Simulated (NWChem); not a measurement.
System: CH6CuNS; SMILES C[S][Cu]<-[NH3]

Input file for NWChem:

```
start job
memory heap 200 mb stack 900 mb global 1100 mb
geometry units angstroms noautosym nocenter noautoz
  Cu     0.124320    -0.600098     0.002119
  S      0.634665     1.476013     0.000835
  C     -0.995882     2.300012    -0.000061
  H     -1.589849     2.061398    -0.895911
  H     -0.823771     3.387528     0.003811
  H     -1.593923     2.055697     0.891499
  N     -0.249124    -2.528259     0.002105
  H     -0.318764    -2.910808     0.946481
  H      0.485610    -3.053645    -0.474794
  H     -1.124949    -2.753117    -0.472611
end
basis spherical
  Cu library sto-3g
  S library sto-3g
  C library sto-3g
  H library sto-3g
  N library sto-3g
end
dft
  xc hfexch
  iterations 150
end
property
  shielding
end
task dft property
```

Parts of the log:

```
             Northwest Computational Chemistry Package (NWChem) 7.3.0
             --------------------------------------------------------

                             Geometry "geometry" -> ""
                             -------------------------

 Output coordinates in angstroms (scale by  1.889725989 to convert to a.u.)

  No.       Tag          Charge          X              Y              Z
 ---- ---------------- ---------- -------------- -------------- --------------
    1 Cu                  29.0000     0.12432000    -0.60009800     0.00211900
    2 S                   16.0000     0.63466500     1.47601300     0.00083500
    3 C                    6.0000    -0.99588200     2.30001200    -0.00006100
    4 H                    1.0000    -1.58984900     2.06139800    -0.89591100
    5 H                    1.0000    -0.82377100     3.38752800     0.00381100
    6 H                    1.0000    -1.59392300     2.05569700     0.89149900
    7 N                    7.0000    -0.24912400    -2.52825900     0.00210500
    8 H                    1.0000    -0.31876400    -2.91080800     0.94648100
    9 H                    1.0000     0.48561000    -3.05364500    -0.47479400
   10 H                    1.0000    -1.12494900    -2.75311700    -0.47261100

 Effective nuclear repulsion energy (a.u.)     319.3385421387

  xc_inp: hfexch multiplicative factor not found.
                              NWChem Property Module
                              ----------------------

  itol2e modified to match energy
  convergence criterion.

                                 NWChem DFT Module
                                 -----------------

 Summary of "ao basis" -> "ao basis" (spherical)
 ------------------------------------------------------------------------------
       Tag                 Description            Shells   Functions and Types
 ---------------- ------------------------------  ------  ---------------------
 Cu                          sto-3g                  8       18   4s3p1d
 S                           sto-3g                  5        9   3s2p
 C                           sto-3g                  3        5   2s1p
 H                           sto-3g                  1        1   1s
 N                           sto-3g                  3        5   2s1p

  itol2e modified to match energy
  convergence criterion.

            General Information
            -------------------
          SCF calculation type: DFT
          Wavefunction type:  closed shell.
          No. of atoms     :    10
          No. of electrons :    64
           Alpha electrons :    32
            Beta electrons :    32
          Charge           :     0
          Spin multiplicity:     1
          Use of symmetry is: off; symmetry adaption is: off
          Maximum number of iterations: 150
          AO basis - number of functions:    43
                     number of shells:    25
          Convergence on energy requested:  1.00D-07
          Convergence on density requested:  1.00D-05
          Convergence on gradient requested:  5.00D-04

              XC Information
              --------------
                     Hartree-Fock (Exact) Exchange  1.000

      Superposition of Atomic Density Guess
      -------------------------------------

 Sum of atomic energies:       -2106.56511582

      Non-variational initial energy
      ------------------------------

 Total energy =   -2106.610170
 1-e energy   =   -3593.235867
 2-e energy   =    1167.287155
 HOMO         =       0.455258
 LUMO         =       0.456224

[...]

          -----------------------------------------
          Chemical Shielding Tensors (GIAO, in ppm)
          -----------------------------------------

                                NWChem CPHF Module
                                ------------------

  scftype          =     RHF
  nclosed          =       32
  nopen            =        0
  variables        =      352
  # of vectors     =        3
  tolerance        = 0.10D-03
  level shift      = 0.00D+00
  max iterations   =       50
  max subspace     =       30

 SCF residual:    6.8605933145579292E-005

Iterative solution of linear equations
  No. of variables      352
  No. of equations        3
  Maximum subspace       30
        Iterations       50
       Convergence  1.0D-04

   iter   nsub   residual    time
   ----  ------  --------  ---------
     1      3    7.76D+00      41.9
     2      6    2.67D+01      43.5
     3      9    2.50D+01      44.9
     4     12    1.20D+01      46.4
     5     15    3.80D+01      47.8
     6     18    5.16D+00      49.4
     7     21    1.42D+00      50.9
     8     24    1.46D-01      52.2
     9     27    1.64D-01      53.7
    10     30    3.04D-01      55.1
    11     30    2.60D-02      56.4
    12     30    6.73D-03      57.8
    13     30    1.74D-03      59.1
    14     30    2.35D-04      60.4
    15     30    1.91D-04      61.8
    16     30    1.12D-04      63.2
    17     30    1.93D-04      64.4
    18     30    2.72D-05      65.6

      Atom:    1  Cu
        Diamagnetic
   2368.6145     -0.4467      0.0131
     -0.4467   2372.1923      0.0043
      0.0131      0.0043   2364.2597

        Paramagnetic
   3302.0046  16077.0292    -96.2468
  16077.0292  86763.4153   -292.2498
    -96.2468   -292.2498  15623.7598

        Total Shielding Tensor
   5670.6191  16076.5825    -96.2337
  16076.5825  89135.6076   -292.2455
    -96.2337   -292.2455  17988.0195

           isotropic =   37598.0821
          anisotropy =   81792.4330

          Principal Components and Axis System
                 1           2           3
            92126.3707  17986.8763   2680.9992

      1         0.1828     -0.0019      0.9831
      2         0.9831      0.0045     -0.1828
      3        -0.0041      1.0000      0.0027

      Atom:    2  S
        Diamagnetic
   1042.0746     -1.3857      0.0060
     -1.3857   1050.3544     -0.0050
      0.0060     -0.0050   1033.7632

        Paramagnetic
  -1332.9550  -3429.2085     28.8464
  -3429.2085   4069.9461    -54.4587
     28.8464    -54.4587   -417.7188

        Total Shielding Tensor
   -290.8804  -3430.5942     28.8524
  -3430.5942   5120.3004    -54.4637
     28.8524    -54.4637    616.0444

           isotropic =    1815.1548
          anisotropy =    7453.9331

          Principal Components and Axis System
                 1           2           3
             6784.4435  -1954.4103    615.4313

      1        -0.4363      0.8998     -0.0036
      2         0.8997      0.4363      0.0094
      3        -0.0100     -0.0009      0.9999

      Atom:    3  C
        Diamagnetic
    250.5278     -5.0535      0.0073
     -5.0535    252.0317     -0.0004
      0.0073     -0.0004    243.9976

        Paramagnetic
    -81.8732   -165.7343      0.9435
   -165.7343    -76.8150     -0.3731
      0.9435     -0.3731    -62.6587

        Total Shielding Tensor
    168.6545   -170.7878      0.9507
   -170.7878    175.2167     -0.3735
      0.9507     -0.3735    181.3389

           isotropic =     175.0700
          anisotropy =     251.5354

          Principal Components and Axis System
                 1           2           3
              342.7603    181.3345      1.1153

      1        -0.7003     -0.0024      0.7139
      2         0.7138      0.0057      0.7003
      3        -0.0058      1.0000     -0.0023

      Atom:    4  H
        Diamagnetic
     31.3078     -1.9943      7.4413
     -1.9943     28.6442      0.8824
      7.4413      0.8824     32.0463

        Paramagnetic
    -13.5670    -42.3567     -5.4615
    -42.3567     60.7012    -27.8131
     -5.4615    -27.8131     -6.8818

        Total Shielding Tensor
     17.7409    -44.3510      1.9798
    -44.3510     89.3454    -26.9307
      1.9798    -26.9307     25.1645

           isotropic =      44.0836
          anisotropy =     110.0586

          Principal Components and Axis System
                 1           2           3
              117.4560     21.8478     -7.0530

      1        -0.3962     -0.4260      0.8133
      2         0.8791      0.0797      0.4700
      3        -0.2650      0.9012      0.3429

      Atom:    5  H
        Diamagnetic
     26.7868     -0.9054      0.0027
     -0.9054     43.0586      0.0504
      0.0027      0.0504     24.9311

        Paramagnetic
     -5.2537    -16.5185      0.1748
    -16.5185     75.0019     -0.1578
      0.1748     -0.1578     -3.0916

        Total Shielding Tensor
     21.5331    -17.4240      0.1775
    -17.4240    118.0605     -0.1074
      0.1775     -0.1074     21.8395

           isotropic =      53.8110
          anisotropy =     100.9478

          Principal Components and Axis System
                 1           2           3
              121.1096     21.8466     18.4770

      1        -0.1724      0.0455      0.9840
      2         0.9850      0.0094      0.1721
      3        -0.0014      0.9989     -0.0464

      Atom:    6  H
        Diamagnetic
     31.3622     -1.9630     -7.4446
     -1.9630     28.6726     -0.9295
     -7.4446     -0.9295     31.9401

        Paramagnetic
    -13.5809    -42.4559      6.0508
    -42.4559     60.0703     27.0798
      6.0508     27.0798     -7.5063

        Total Shielding Tensor
     17.7813    -44.4190     -1.3938
    -44.4190     88.7430     26.1503
     -1.3938     26.1503     24.4337

           isotropic =      43.6527
          anisotropy =     109.2936

          Principal Components and Axis System
                 1           2           3
              116.5150     21.8177     -7.3748

      1        -0.3996      0.4290      0.8101
      2         0.8802     -0.0672      0.4698
      3         0.2560      0.9008     -0.3507

      Atom:    7  N
        Diamagnetic
    296.6616      2.9779     -0.0413
      2.9779    312.9118     -0.0318
     -0.0413     -0.0318    296.9129

        Paramagnetic
     67.7671    160.7947      4.5458
    160.7947    834.4488     15.5257
      4.5458     15.5257    181.9523

        Total Shielding Tensor
    364.4287    163.7726      4.5045
    163.7726   1147.3606     15.4939
      4.5045     15.4939    478.8652

           isotropic =     663.5515
          anisotropy =     775.5819

          Principal Components and Axis System
                 1           2           3
             1180.6061    478.5095    331.5388

      1         0.1968      0.0046      0.9804
      2         0.9802     -0.0243     -0.1966
      3         0.0229      0.9997     -0.0093

      Atom:    8  H
        Diamagnetic
     20.3411      1.5205     -1.3696
      1.5205     28.9758     -7.5733
     -1.3696     -7.5733     35.0655

        Paramagnetic
      9.4441     41.6106    -13.0305
     41.6106    236.7462    -79.6987
    -13.0305    -79.6987     10.1807

        Total Shielding Tensor
     29.7852     43.1311    -14.4000
     43.1311    265.7221    -87.2721
    -14.4000    -87.2721     45.2462

           isotropic =     113.5845
          anisotropy =     285.0756

          Principal Components and Axis System
                 1           2           3
              303.6349     22.2792     14.8393

      1         0.1638      0.9836     -0.0752
      2         0.9318     -0.1293      0.3391
      3        -0.3239      0.1256      0.9377

      Atom:    9  H
        Diamagnetic
     28.1989     -6.8365     -5.5418
     -6.8365     31.9258      5.0472
     -5.5418      5.0472     23.9597

        Paramagnetic
    -10.6382    -19.2915      1.2074
    -19.2915    262.6732     40.3919
      1.2074     40.3919     -8.0702

        Total Shielding Tensor
     17.5607    -26.1280     -4.3343
    -26.1280    294.5989     45.4391
     -4.3343     45.4391     15.8895

           isotropic =     109.3497
          anisotropy =     292.3752

          Principal Components and Axis System
                 1           2           3
              304.2665     15.1192      8.6635

      1        -0.0920      0.9954      0.0276
      2         0.9834      0.0952     -0.1544
      3         0.1563     -0.0130      0.9876

      Atom:   10  H
        Diamagnetic
     33.0968      6.0688      6.9206
      6.0688     26.9084      2.6904
      6.9206      2.6904     23.8602

        Paramagnetic
     30.6986    104.7937     11.8518
    104.7937    211.8436     39.2560
     11.8518     39.2560     -7.5581

        Total Shielding Tensor
     63.7954    110.8625     18.7724
    110.8625    238.7520     41.9464
     18.7724     41.9464     16.3021

           isotropic =     106.2832
          anisotropy =     290.4738

          Principal Components and Axis System
                 1           2           3
              299.9324     10.9680      7.9492

      1         0.4299      0.7900      0.4371
      2         0.8886     -0.2845     -0.3598
      3         0.1599     -0.5430      0.8243
```

Level: Hartree-Fock/STO-3G, GIAO. STO-3G and 3-21G are far too small for this property and stand as cheap habits. Geometry: optimised at PBE0/def2-SVP. Not confirmed as a minimum by frequencies. The printed shielding anisotropy is the first printed principal value minus the mean of the other two.
